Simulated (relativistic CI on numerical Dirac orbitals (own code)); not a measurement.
**Electric-dipole transitions in Tl55+**

Calculated at this level of theory: Dirac-Coulomb-Breit CI, orbitals from a KLI potential per configuration, model QED, unscaled Slater integrals (own radial code, finite nucleus).

Configurations in the expansion (outside the closed core [Ne]): 3s2 3p6 3d8, 3s2 3p5 3d9, 3s2 3p4 3d10, 3s 3p6 3d9, 3p6 3d10, 3s 3p5 3d10, 3s2 3p6 3d7 4s, 3s2 3p6 3d7 4p, 3s2 3p4 3d9 4s, 3s2 3p6 3d7 4d, 3s2 3p4 3d9 4p, 3s2 3p5 3d8 4s, 3s2 3p6 3d7 4f, 3s2 3p4 3d9 4d, 3s 3p5 3d9 4s, 3s2 3p5 3d8 4p, 3s 3p5 3d9 4p, 3s2 3p6 3d6 4s2, 3s2 3p5 3d8 4d, 3s 3p5 3d9 4d, 3s 3p6 3d8 4s, 3s2 3p6 3d6 4s 4p, 3p6 3d9 4s, 3s2 3p5 3d8 4f, 3s2 3p6 3d7 5s, 3s2 3p6 3d6 4p2, 3s2 3p6 3d6 4s 4d, 3s 3p6 3d8 4p, 3p6 3d9 4p, 3s2 3p6 3d7 5p, 3s2 3p5 3d7 4s2, 3s2 3p6 3d6 4p 4d, 3s2 3p6 3d7 5d, 3p6 3d9 4d, 3s2 3p6 3d7 5f, 3s 3p6 3d8 4d. Levels of other configurations are missing.

```
λ vac (nm)                      Lower                       Upper   A (s⁻¹)  log gf  S velocity/length
   0.44603       3s2 3p6 3d8 3F_4 [1]  3s2 3p6 3d7 4f 3G°_5 [400]  8.37e+13    0.44               0.96
   0.44662       3s2 3p6 3d8 3F_4 [1]  3s2 3p6 3d7 4f 3F°_4 [396]  8.18e+13    0.34               0.95
   0.44749       3s2 3p6 3d8 3F_4 [1]  3s2 3p6 3d7 4f 3F°_4 [394]  2.76e+13   -0.13               0.94
   0.44777       3s2 3p6 3d8 1D_2 [2]  3s2 3p6 3d7 4f 3D°_2 [399]  5.96e+13   -0.05               0.95
   0.44796       3s2 3p6 3d8 3F_4 [1]  3s2 3p6 3d7 4f 3F°_3 [390]  1.71e+13   -0.44               0.95
   0.44801       3s2 3p6 3d8 3F_4 [1]  3s2 3p6 3d7 4f 3G°_4 [389]  1.41e+13   -0.42               0.95
   0.44849       3s2 3p6 3d8 1D_2 [2]  3s2 3p6 3d7 4f 3P°_1 [395]  1.49e+14    0.13               0.94
   0.44886       3s2 3p6 3d8 3F_4 [1]  3s2 3p6 3d7 4f 3G°_5 [383]  1.06e+13   -0.45               0.97
   0.44905       3s2 3p6 3d8 3F_4 [1]  3s2 3p6 3d7 4f 3D°_3 [381]  6.63e+13    0.15               0.94
   0.46975       3s2 3p6 3d8 3F_4 [1]  3s2 3p5 3d8 4s 3D°_3 [223]  2.03e+13   -0.33               0.98
   0.47055       3s2 3p6 3d8 3F_4 [1]  3s2 3p5 3d8 4s 5D°_4 [217]  1.14e+13   -0.47               0.98
   0.47213       3s2 3p6 3d8 1G_4 [6]  3s2 3p5 3d8 4s 1G°_4 [349]  2.36e+13   -0.15               0.98
   0.47507       3s2 3p6 3d8 3F_4 [1]  3s2 3p5 3d8 4s 3F°_4 [210]  2.17e+13   -0.18               0.98
   0.47614       3s2 3p6 3d8 1G_4 [6]  3s2 3p5 3d8 4s 1H°_5 [325]  3.18e+13    0.08               0.97
   0.47682       3s2 3p6 3d8 3F_3 [4]  3s2 3p5 3d8 4s 3G°_4 [290]  1.65e+13   -0.30               0.98
   0.47761       3s2 3p6 3d8 3F_3 [4]  3s2 3p5 3d8 4s 5G°_4 [286]  1.55e+13   -0.32               0.98
   0.47842       3s2 3p6 3d8 1D_2 [2]  3s2 3p5 3d8 4s 1F°_3 [199]  2.46e+13   -0.23               0.98
   0.47907       3s2 3p6 3d8 3F_4 [1]  3s2 3p5 3d8 4s 3G°_5 [177]  3.16e+13    0.08               0.98
   0.52068       3s2 3p6 3d8 3F_4 [1]   3s2 3p6 3d7 4p 3F°_4 [98]  1.88e+13   -0.16               0.99
   0.53373       3s2 3p6 3d8 3F_4 [1]   3s2 3p6 3d7 4p 3G°_5 [86]  1.33e+13   -0.20               0.97
   0.53606       3s2 3p6 3d8 3F_4 [1]   3s2 3p6 3d7 4p 5D°_4 [71]  9.40e+12   -0.44               0.98
    1.3297       3s2 3p6 3d8 3F_2 [8]      3s2 3p5 3d9 3D°_1 [23]  9.42e+12   -0.13               0.96
    1.3345       3s2 3p6 3d8 3F_3 [4]      3s2 3p5 3d9 1F°_3 [19]  2.80e+12   -0.28               0.97
    1.3451     3s2 3p5 3d9 3F°_3 [17]      3s2 3p4 3d10 1D_2 [29]  9.69e+12    0.12               0.80
    1.3462       3s2 3p6 3d8 3F_3 [4]      3s2 3p5 3d9 3P°_2 [18]  3.58e+12   -0.31               0.96
    1.3586       3s2 3p6 3d8 1G_4 [6]      3s2 3p5 3d9 1F°_3 [19]  8.16e+12    0.20               0.95
    1.3623       3s2 3p6 3d8 3P_2 [5]      3s2 3p5 3d9 3P°_2 [18]  4.02e+12   -0.25               0.97
    1.3833       3s2 3p6 3d8 3F_2 [8]      3s2 3p5 3d9 3F°_2 [22]  5.07e+12   -0.14               0.97
    1.5951     3s2 3p5 3d9 3F°_4 [10]        3s 3p6 3d9 3D_3 [24]  6.11e+12    0.21               0.78
    2.2746   3s2 3p6 3d7 4s 5F_5 [33]  3s2 3p5 3d8 4s 5D°_4 [217]  3.32e+12    0.37               0.87
    2.2755  3s2 3p6 3d7 4p 3G°_5 [44]   3s2 3p5 3d8 4p 3F_4 [353]  3.31e+12    0.36               0.87
    2.2868       3s2 3p6 3d8 3F_4 [1]      3s2 3p5 3d9 3D°_3 [12]  2.74e+12    0.18               0.93
    2.3380       3s2 3p6 3d8 3F_3 [4]      3s2 3p5 3d9 3D°_2 [14]  1.56e+12   -0.20               0.93
    2.3635       3s2 3p6 3d8 1G_4 [6]      3s2 3p5 3d9 3F°_3 [17]  1.59e+12   -0.03               0.92
    2.3906     3s2 3p5 3d9 3D°_3 [12]      3s2 3p4 3d10 3P_2 [20]  2.63e+12    0.05               0.70
    2.4130       3s2 3p6 3d8 1D_2 [2]      3s2 3p5 3d9 1D°_2 [11]  1.44e+12   -0.20               0.95
    2.4164       3s2 3p6 3d8 3F_4 [1]      3s2 3p5 3d9 3F°_4 [10]  6.51e+11   -0.29               0.94
    3.6806  3s2 3p6 3d7 4p 3G°_5 [44]   3s2 3p6 3d7 4d 3H_6 [160]  1.38e+12    0.56               1.09
    3.6883  3s2 3p6 3d7 4p 3I°_5 [70]   3s2 3p6 3d7 4d 3K_6 [230]  1.34e+12    0.55               1.10
    3.7093  3s2 3p6 3d7 4p 3I°_6 [83]   3s2 3p6 3d7 4d 3K_7 [240]  1.37e+12    0.63               1.13
    4.3276   3s2 3p6 3d7 4s 3D_3 [37]  3s2 3p6 3d7 4p 3F°_4 [103]  8.96e+11    0.35               1.04
    4.3327   3s2 3p6 3d7 4s 5F_5 [33]   3s2 3p6 3d7 4p 5G°_6 [95]  9.17e+11    0.53               1.08
    4.3342   3s2 3p6 3d7 4s 5F_4 [39]  3s2 3p6 3d7 4p 5G°_5 [122]  9.03e+11    0.45               1.06
    4.3454   3s2 3p6 3d7 4s 5F_5 [41]  3s2 3p6 3d7 4p 5G°_6 [125]  8.97e+11    0.52               1.09
    4.3685   3s2 3p6 3d7 4s 3H_6 [49]  3s2 3p6 3d7 4p 3I°_7 [133]  9.03e+11    0.59               1.12
```

Terms are leading LS components. Brackets give the number of a level in order of energy, since labels repeat. The list gives strong lines, with weight on those to low levels, among the lowest 400 of 6493 levels, so that lines to higher ones, which can be the strongest, are missing. Levels whose partners in the same complex of configurations lie outside the list can be far off, and so can their lines. Rates are taken at the computed energies, electric ones in the length gauge. A velocity-to-length ratio far from 1 marks an uncertain rate.

At this charge energies of transitions that change n are usually good to better than 1 %, and those within a shell (Δn = 0) to a few per cent.

LS names give the leading component of a level, which can be under half, so a name can repeat, a term be missing and a line seem to break the LS rules.
